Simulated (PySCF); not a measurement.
C4H10Zn. Atoms are numbered in the order given.

```xyz
15

Zn     0.0000     0.0000     0.2616
C      1.9072     0.5007     0.2656
C      2.8031    -0.3182    -0.6746
H      2.2757     0.4208     1.3049
H      1.9752     1.5749     0.0130
H      2.4871    -0.2306    -1.7280
H      2.7893    -1.3934    -0.4272
H      3.8598     0.0036    -0.6325
C     -1.9072    -0.5007     0.2656
C     -2.8031     0.3182    -0.6746
H     -2.2757    -0.4208     1.3049
H     -1.9752    -1.5749     0.0130
H     -2.4871     0.2306    -1.7280
H     -2.7893     1.3934    -0.4272
H     -3.8598    -0.0036    -0.6325
```
Charge 0, spin multiplicity 1.

Geometry optimised at B3LYP-D3(BJ)/def2-SVP. The isomer is the one that the SMILES or the coordinates give; other isomers of the formula were not compared. One conformer was computed; it need not be the lowest.

These are PBE0/def2-TZVP in PySCF values and carry that method's errors.

Symmetry labels are those of the subgroup C2 that the program uses (full group C2).

Computed valence orbital energies around the gap with their symmetry:
| orbital | symmetry | energy (eV) |
|---|---|---|
| HOMO−7 | A | -11.28 |
| HOMO−6 | B | -11.23 |
| HOMO−5 | A | -10.00 |
| HOMO−4 | B | -9.96 |
| HOMO−3 | A | -9.29 |
| HOMO−2 | B | -9.28 |
| HOMO−1 | A | -8.07 |
| HOMO | B | -6.50 |
| LUMO | A | -0.01 |
| LUMO+1 | B | -0.01 |
| LUMO+2 | A | 0.27 |
| LUMO+3 | B | 1.60 |
